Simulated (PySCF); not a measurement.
## GeCl⁺: a composite coupled-cluster calculation

State: ¹Σ⁺, singlet, closed shell. De refers to Ge⁺ + Cl. RHF-based CCSD(T) in PySCF 2.14 with Ge cc-pwCVDZ-PP with ECP10, Cl aug-cc-pV(D+d)Z and Ge cc-pwCVTZ-PP with ECP10, Cl aug-cc-pV(T+d)Z (frozen core orbitals: 9; scalar-relativistic core potentials). Correlation energies are extrapolated as n⁻³ (n = 2, 3), Hartree–Fock as (n+1)·exp(−9√n). CV is the change on freezing 5 orbitals instead, in Ge cc-pwCVTZ-PP with ECP10, Cl cc-pwCVTZ.

| Level | Re (Å) | ωe (cm⁻¹) | ωexe (cm⁻¹) | αe (cm⁻¹) | De (eV) |
| --- | --- | --- | --- | --- | --- |
| CCSD(T)/DZ | 2.0787 | 486.9 | 1.30 | 0.000678 | 4.244 |
| CCSD(T)/TZ | 2.0579 | 506.0 | 1.37 | 0.000675 | 4.517 |
| HF/CBS | 2.0507 | 522.3 | 1.33 | 0.000656 | 3.127 |
| MP2/CBS | 2.0434 | 520.5 | 1.30 | 0.000654 | 4.798 |
| CCSD/CBS | 2.0474 | 518.7 | 1.34 | 0.000660 | 4.390 |
| CCSD(T)/CBS | 2.0539 | 509.8 | 1.37 | 0.000672 | 4.605 |
| CCSD(T)/CBS+CV | 2.0522 | 510.5 | 1.37 | 0.000673 | 4.616 |

How much is left between CCSD(T)/TZ and the basis-set limit, and how much do the triples give at the limit?

CCSD(T)/CBS less CCSD(T)/TZ: -4.0 mÅ in Re, +3.8 cm⁻¹ in ωe and +0.088 eV in De. CCSD(T)/CBS less CCSD/CBS: +6.5 mÅ in Re, -8.9 cm⁻¹ in ωe and +0.215 eV in De.

What do the later terms add?

CV: -1.7 mÅ in Re, +0.7 cm⁻¹ in ωe and +0.011 eV in De, each against the row above.

The T1 diagnostic is 0.018. The open-shell atoms are computed with UHF. Spin–orbit coupling, excitations beyond (T) and corrections to the Born–Oppenheimer picture are left out.

The whole job (state search and all basis sets along the bond) took about 15 min on 4 threads of AMD EPYC 7R43 64-Core (shared host), peak memory 7 GiB.
